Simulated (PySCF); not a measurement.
Compound: C₅H₂ClF₃O (charge +1 and doublet state).
Cartesian coordinates in Å at the GFN2-xTB level; atoms count from 1:
```
atom  x, y, z in Å
F1    -2.0516   -1.0653   -1.0024
C2    -1.7303   -0.1783   -0.0685
F3    -2.1789   -0.6182    1.1008
F4    -2.3455    0.9674   -0.3493
C5    -0.2235    0.0094   -0.0174
C6     0.5019    1.2141   -0.2295
Cl7    0.0131    2.7457   -0.5831
O8     1.8202    0.9524   -0.0950
C9     1.9650   -0.3273    0.1853
C10    0.7221   -0.9733    0.2478
H11    2.9647   -0.7137    0.3272
H12    0.5440   -2.0135    0.4581
```

The hyperfine couplings belong to this conformer and change with its torsions.

Identity: `FC(F)(F)C1=C(Cl)O[CH][CH+]1` [radical] (charge +1).

Method: UKS B3LYP, pcH-1 on C Cl F H O, non-relativistic, mean-field spin-orbit, GIAO in PySCF 2.14.0. Isolated species at its GFN2-xTB geometry, gas phase. GFN2-xTB frequencies show an imaginary mode (20i cm⁻¹), so this geometry is no minimum at that level. A GFN2-xTB geometry isn't a minimum of the functional, and hyperfine couplings can be far from their values at a DFT geometry, by a factor of two or more for some ions and for spin on atoms past the first row. The SCF solution wasn't tested for stability.

Problem. Where do the isotropic ENDOR lines of C9, C6, C10, C2, C5, F1/F3/F4, H11, H12 and Cl7 fall at 346.0 mT, to first order?

Solution. ν± = |νn ± a/2|, one line for each electron-spin manifold; νn = |g_N| × 7.62259 MHz/T × B.

```
  nuclei  isotope     g_N  νn (MHz)  a_iso (MHz)  lower line (MHz)  upper line (MHz)
      C9      13C  1.4048      3.71        41.90             17.25             24.66
      C6      13C  1.4048      3.71        35.18             13.89             21.30
     C10      13C  1.4048      3.71        -9.69              1.14              8.55
      C2      13C  1.4048      3.71        -5.66              0.87              6.54
      C5      13C  1.4048      3.71        -1.19              3.11              4.30
F1/F3/F4      19F  5.2577     13.87         0.58             13.58             14.16
     H11       1H  5.5857     14.73       -36.70              3.62             33.08
     H12       1H  5.5857     14.73        -6.19             11.64             17.83
     Cl7     35Cl  0.5479      1.45         9.15              3.13              6.02
```

The rows for 13C, of low natural abundance, apply to labelled samples.

Problem. Which pairs are centred on the nuclear Larmor frequency, and which on half the coupling?

Solution. Centred on νn, since |a| < 2νn: C2, C5, F1/F3/F4 and H12. Centred on |a|/2 and split by 2νn: C9, C6, C10, H11 and Cl7.

Problem. At what field would the lower line of C2 fall to zero frequency?

Solution. Where νn = |a|/2, that is B = 2.83 MHz/(1.4048 × 7.62259 MHz/T) = 264 mT, as far as first order holds there.

Class means assume fast exchange of nuclei equivalent by connectivity; if that motion is slow, each nucleus keeps its own coupling.

Main isotope only: 35Cl (natural samples also hold 24 % 37Cl, magnetic too, which adds its own pattern).
